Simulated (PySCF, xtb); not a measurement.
B(H)(Et)(vinyl) (C4H9B), SMILES B(CC)C=C.

GFN2-xTB run with xtb at its own geometry gives an orbital gap of 3.66 eV and a dipole moment of 0.41 D.

Coordinates come from a PBE0-D3(BJ)/def2-SVP optimisation. This is a generated structure with no PubChem entry under its InChIKey; it may be hypothetical. The values are those of a single conformer.

Q: What does PBE/def2-TZVP in PySCF give? (An estimate is asked for; the answer gives what the named calculation found.)

A: gap 4.25 eV (levels -6.84 and -2.59 eV), dipole 0.81 D.
